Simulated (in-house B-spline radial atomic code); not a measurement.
A fraction x of an electron is moved 3d → 4f in Pd IV (Pd3+), starting from [Kr] 4d7 and keeping the highest spin. Method: scalar-relativistic (X2C) BHandHLYP, spin-polarised, spherical fractional occupations, Fermi nucleus of rms radius 4.5318 fm. Calculated with an all-electron radial atomic-structure program (B-spline basis).

Caution: exact exchange at fractional occupations of open shells leaves self-interaction of up to several eV.

```csv
x,E(x) - E(0) (eV),3d down level (eV),4f up level (eV)
0,0.0000,-384.869,-
0.125,47.1626,-388.128,-9.363
0.25,94.6924,-391.372,-9.658
0.375,142.5906,-394.595,-9.940
0.5,?,?,?
0.625,?,?,?
0.75,288.4744,-404.099,-10.744
0.875,337.8219,-407.203,-11.002
1,387.5231,-410.270,-11.257
```

Problem. What belongs in the row x = 0.5?

Solution. An energy change of 190.8554 eV; 3d down at -397.792 eV, 4f up at -10.214 eV.

Problem. What belongs in the row x = 0.625?

Solution. An energy change of 239.4843 eV; 3d down at -400.962 eV, 4f up at -10.481 eV.

Problem. Check Janak's theorem between x = 0.125 and 0.25.

Solution. The slope of the energy is 380.24 eV; the orbital levels give 380.24 eV (ε of the receiving orbital less ε of the emptying one, averaged over the two points).
